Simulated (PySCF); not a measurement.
C2H7ClOSi, SMILES [SiH](Cl)(OC)C. Coordinates come from a PBE-D3(BJ)/def2-SVP optimisation. Other conformers were not sampled.

Computed equilibrium geometry at PBE-D3(BJ)/def2-SVP (PySCF confirms it by a frequency run) as a Z-matrix (one conformer of several):
```
Si
O 1 1.6698
C 2 1.4171 1 123.87
H 3 1.1088 2 108.48 1 -179.04
H 3 1.1130 4 108.41 2 -121.35
H 3 1.1145 4 108.13 5 -116.99
H 1 1.5030 2 110.62 3 -57.48
C 1 1.8625 7 113.77 2 121.02
H 8 1.1079 1 110.13 7 178.47
H 8 1.1080 9 108.54 1 121.14
H 8 1.1087 9 108.59 10 117.95
Cl 1 2.0957 7 105.97 2 -118.21
```
